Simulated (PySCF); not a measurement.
# Mayer bond orders and bond lengths

C₆H₁₀F₃P.
Numbering: `[CH2:1]=[CH:2][P:3]([CH2:4][CH2:5][CH3:6])[C:7]([F:8])([F:9])[F:10]` (hydrogens: H11, H12 on C1; H13 on C2; H14, H15 on C4; H16, H17 on C5; H18, H19, H20 on C6)

Geometry (GFN2-xTB, Å), atoms numbered from 1 in this order:
```xyz
20
C6H10F3P angstrom
C      2.791   -0.847    0.849
C      1.803   -0.607    0.002
P      0.953    1.005   -0.054
C     -0.797    0.405   -0.228
C     -1.332   -0.071    1.121
C     -2.774   -0.548    1.006
C      1.218    1.249   -1.914
F      2.498    1.539   -2.184
F      0.477    2.266   -2.378
F      0.903    0.179   -2.667
H      3.293   -1.801    0.886
H      3.137   -0.096    1.540
H      1.453   -1.365   -0.691
H     -0.844   -0.404   -0.964
H     -1.401    1.242   -0.593
H     -0.703   -0.884    1.493
H     -1.273    0.747    1.843
H     -3.416    0.260    0.662
H     -2.849   -1.370    0.298
H     -3.139   -0.889    1.971
```

Bond orders from the PBE0/pcSseg-1 density (PySCF). One conformer (not necessarily the lowest) at the GFN2-xTB geometry, without solvent, vibrations or thermal averaging.

(1) How far do the computed orders between heavy atoms stray from the drawn ones?

(2) Set the Mayer orders of the bonds between heavy atoms beside their lengths.

## Answers

(1) The largest departure is 0.102, at P3–C7 (drawn single, 0.898).

(2) 
```json
{"bond": "C1–C2", "drawn as": "double", "length (Å)": "1.323", "Mayer order": "1.965"}
{"bond": "C2–P3", "drawn as": "single", "length (Å)": "1.823", "Mayer order": "0.943"}
{"bond": "P3–C4", "drawn as": "single", "length (Å)": "1.859", "Mayer order": "0.952"}
{"bond": "C4–C5", "drawn as": "single", "length (Å)": "1.527", "Mayer order": "1.017"}
{"bond": "C5–C6", "drawn as": "single", "length (Å)": "1.523", "Mayer order": "1.066"}
{"bond": "P3–C7", "drawn as": "single", "length (Å)": "1.894", "Mayer order": "0.898"}
{"bond": "C7–F8", "drawn as": "single", "length (Å)": "1.340", "Mayer order": "0.990"}
{"bond": "C7–F9", "drawn as": "single", "length (Å)": "1.341", "Mayer order": "0.973"}
{"bond": "C7–F10", "drawn as": "single", "length (Å)": "1.345", "Mayer order": "0.953"}
```

By pair of heavy elements: C–C: lowest C4–C5 (1.017, 1.527 Å), highest C1–C2 (1.965, 1.323 Å). C–P: lowest P3–C7 (0.898, 1.894 Å), highest P3–C4 (0.952, 1.859 Å). C–F: lowest C7–F10 (0.953, 1.345 Å), highest C7–F8 (0.990, 1.340 Å).

Question: And the bonds to hydrogen?

Answer: C–H: 0.92 to 0.97 (10 bonds).

Question: Sum the orders of all bonds at each heavy atom with more than one neighbour and set the sums beside the valence in the SMILES.

Answer: C1 3.869 (drawn 4), C2 3.828 (drawn 4), P3 2.793 (drawn 3), C4 3.830 (drawn 4), C5 3.975 (drawn 4), C6 3.967 (drawn 4), C7 3.814 (drawn 4). Orders between atoms that aren't bonded are not in these sums.

For a closed shell the Mayer order of atoms A and B is Σ (PS)μν (PS)νμ over the basis functions μ on A and ν on B, with P the density and S the overlap matrix.

These values come from a run that also computed NMR shieldings. Hardware: Arm Neoverse V2, one thread, shared host with 48 logical CPUs at a one-minute load of 8.6. Cost: 36 s of wall time, 0.95 GiB resident at most.
